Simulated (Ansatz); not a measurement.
Cost and result for the atomization energy of C3H6AlBr (11 atoms, 12 bonds).

Z-matrix (Å, degrees):
```
C
C 1 1.523
Al 1 2.453 2 52.9
C 1 1.554 2 106.0 3 6.7
H 1 1.095 2 114.5 3 133.5
H 1 1.098 2 104.9 3 -109.5
Br 2 2.059 1 106.4 3 -79.1
H 2 1.084 1 119.8 3 162.9
H 3 1.582 1 171.6 2 -67.8
H 4 1.091 1 112.5 2 -127.5
H 4 1.091 1 113.1 2 110.3
```

Total charge 0; spin multiplicity 1. Correlated methods include outer-core shells of Br, which these sets cover unevenly. Scalar relativity is left out up to krypton. The bonds changed during the relaxation, so this is another structure than the one it started from. All single points use the PBE0-D4/def2-TZVP geometry. Program: Ansatz. All runs use 4 threads of an Arm Neoverse V1 on a shared host. Times are those of one run each, without the atoms' runs, and a repeat can differ threefold. Electronic energies, without spin–orbit coupling; frozen cores. CCSD(T)/CBS adds CCSD(T) − MP2 in def2-TZVPP to the MP2 limit, and its time is that of the two runs behind it. T1 = 0.011. With those shells the extrapolation isn't a true limit. B3LYP takes the VWN-RPA correlation (the form of Gaussian; ORCA's B3LYP/G).

CCSD(T)/CBS is a level of theory with its own doubt, some kJ/mol a heavy atom from the limit and from the frozen cores, so smaller differences don't rank the functionals.

```tsv
level	functions	wall time	atomization (kcal/mol)	difference from CCSD(T)/CBS	per bond
PBE-D4/def2-TZVPP (with forces)	267	3.3 s	959.6	19.0	1.6
PBE0-D4/def2-TZVPP	267	4.3 s	947.3	6.7	0.6
r2SCAN-D4/def2-TZVPP (with forces)	267	7 s	946.1	5.5	0.5
B3LYP-D4/def2-TZVPP (with forces)	267	7 s	935.0	-5.6	-0.5
B2PLYP/def2-TZVPP	267	8.5 s	926.4	-14.2	-1.2
ωB97X-V/def2-TZVPP	267	11 s	941.1	0.5	0.0
ωB97M-V/def2-TZVPP (with forces)	267	17 s	941.5	0.9	0.1
MP2/def2-QZVPP	510	32 s	946.8	6.2	0.5
CCSD(T)/def2-TZVPP	267	4.3 min	917.0	-23.6	-2.0
CCSD(T)/CBS(def2)	–	4.8 min	940.6	0.0	0.0
```

From PBE to PBE0 (25 % exact exchange), in def2-TZVPP and without D4, the atomization energy moves by −11.3 kcal/mol: exact exchange takes away binding that semilocal exchange gives to molecules. In def2-TZVPP, CCSD(T) changes the Hartree–Fock value by +227.5 kcal/mol (the triples alone add +15.4 kcal/mol) and MP2 by +243.5 kcal/mol; breaking electron pairs costs correlation energy, which Hartree–Fock lacks. The D4 term adds +10.8 kcal/mol with B3LYP and +5.6 kcal/mol with PBE0; it sums over pairs of atoms, weighted by their polarisabilities, and B3LYP, whose exchange is more repulsive, gets the larger term.
